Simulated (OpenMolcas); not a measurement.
**2s2 2p4 along the 8-electron sequence**

```json
{
 "Program": "OpenMolcas 26.06",
 "Method": "SS-CASPT2, IPEA 0.25 Eh, imaginary shift 0.1 Eh",
 "Basis": "ANO-R2",
 "Scalar Hamiltonian": "X2C, finite nucleus",
 "Spin-orbit coupling": "state interaction with AMFI integrals over the reference wave functions, term energies averaged over their components"
}
```

Active space for each ion: 6 electrons in 4 orbitals (2s 2p); closed shells correlated by CASPT2: 1s.

Computed levels in cm-1 above 3P2:

| Level | O | F+ | Ne2+ |
| --- | --- | --- | --- |
| 3P1 | 148 | 319 | 600 |
| 3P0 | 221 | 473 | 885 |
| 1D2 | 15770 | 21030 | 26170 |
| 1S0 | 33070 | 44600 | 55700 |
| weight of 3P in the lowest level (%) | 100 | 100 | 100 |

Measured, with the error of the calculation in %. Measured levels: O, F+ from NIST Handbook of Basic Atomic Spectroscopic Data; Ne2+ from Moore, Atomic Energy Levels, vol. I, NSRDS-NBS 35 (1971 reprint of NBS Circular 467, 1949).

| Level | O | F+ | Ne2+ |
| --- | --- | --- | --- |
| 3P1 | 158 (-6.3) | 341 (-6.5) | 650 (-7.7) |
| 3P0 | 227 (-2.7) | 490 (-3.5) | 927 (-4.6) |
| 1D2 | 15868 (-0.6) | 20873 (+0.8) | 25841 (+1.3) |
| 1S0 | 33793 (-2.1) | 44918 (-0.7) | 55747 (-0.1) |

The fine-structure level 3P0 changes by a factor of 4 from O to Ne2+. Its fourth root runs 3.86, 4.66, 5.45, with steps per unit of Z of 0.81, 0.79; equal steps would mean a (Z - σ)^4 law with constant σ.

1D2 changes by a factor of 1.66 over the same range, with steps per unit of Z of +5260, +5140 cm-1.

CASPT2 breaks the degeneracy within a term, and the mean is taken; among the terms shown or strongly mixed into the levels shown the widest spread is 96 cm-1 (2s2 2p4 1D, O). Computed and measured levels are paired by configuration, term and J; levels that our copy of the source lacks, or whose pairing is in doubt (as where it misses far off the trend of its configuration), stay unpaired and out of the deviations. Levels of configurations outside the active space are missing.
